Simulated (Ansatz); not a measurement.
Input (CCSDT(Q)/def2-SVP; Ansatz, an electronic-structure program):

Ansatz 0.2 input:
```yaml
crystal:
  periodic: [false, false, false]
  atoms:
    - {symbol: I, position_ang: [-2.05663969, -0.19503994, 0.06642575]}
    - {symbol: Si, position_ang: [-0.02262944, 0.95171728, -0.03904892]}
    - {symbol: I, position_ang: [2.06370301, -0.10201938, -0.05423742]}
    - {symbol: H, position_ang: [-0.05754393, 2.42010225, -0.09929670]}
basis:
  gaussian:
    orbitals: def2-SVP
total_charge: 1
magnetization: {spin_polarized: false}
correlation: {method: ccsdt_q, electrons: outside_noble_gas}
```

Output:

```
Functional definition: HF
integrals: 0.11 GiB planned
1537 factors; integrals over basis functions are off by at most 2.2e-7 eV
mean field: 0.47 GiB planned
mean field evaluation 1: about -24012.8291 eV, gradient 1.7e1 eV
mean field evaluation 2: about -24012.8661 eV, gradient 1.7e1 eV
mean field evaluation 4: about -24014.0308 eV, gradient 1.6e0 eV
mean field evaluation 8: about -24014.0498 eV, gradient 1.4e-1 eV
mean field evaluation 16: about -24013.6120 eV, gradient 1.1e1 eV
mean field -24014.05003672 eV, -882.5000615417 hartree, gradient 1.3e-6 eV, S^2 0.000000; 0 other end points of the search recorded, 0 dependent functions left out
23 core orbitals not correlated
reference -24014.05003672 eV, -882.5000615417 hartree; 9, 9 occupied and 43, 43 virtual orbitals, 1537 factors
second order -7.49775241 eV of doubles, -0.00000000 eV of singles
coupled cluster: 0.81 GiB planned
cycle   1  -7.97605916 eV  change   -4.8e-1 eV  update   1.1e-1
cycle   2  -8.36234704 eV  change   -3.9e-1 eV  update   5.4e-2
cycle   3  -8.62842667 eV  change   -2.7e-1 eV  update   3.1e-2
cycle   4  -8.60185878 eV  change    2.7e-2 eV  update   1.1e-2
cycle   5  -8.59766959 eV  change    4.2e-3 eV  update   5.6e-3
cycle   6  -8.60111919 eV  change   -3.4e-3 eV  update   2.0e-3
cycle   7  -8.60114786 eV  change   -2.9e-5 eV  update   7.8e-4
cycle   8  -8.60087939 eV  change    2.7e-4 eV  update   2.5e-4
cycle   9  -8.60089351 eV  change   -1.4e-5 eV  update   1.2e-4
cycle  10  -8.60091743 eV  change   -2.4e-5 eV  update   4.1e-5
cycle  11  -8.60089421 eV  change    2.3e-5 eV  update   1.8e-5
cycle  12  -8.60090669 eV  change   -1.2e-5 eV  update   8.3e-6
cycle  13  -8.60090554 eV  change    1.1e-6 eV  update   3.1e-6
cycle  14  -8.60090546 eV  change    8.1e-8 eV  update   1.3e-6
perturbative correction -0.02202850 eV, -0.0008095326 hartree
Total energy: -24022.67297069 eV, -882.8169485201 hartree
```
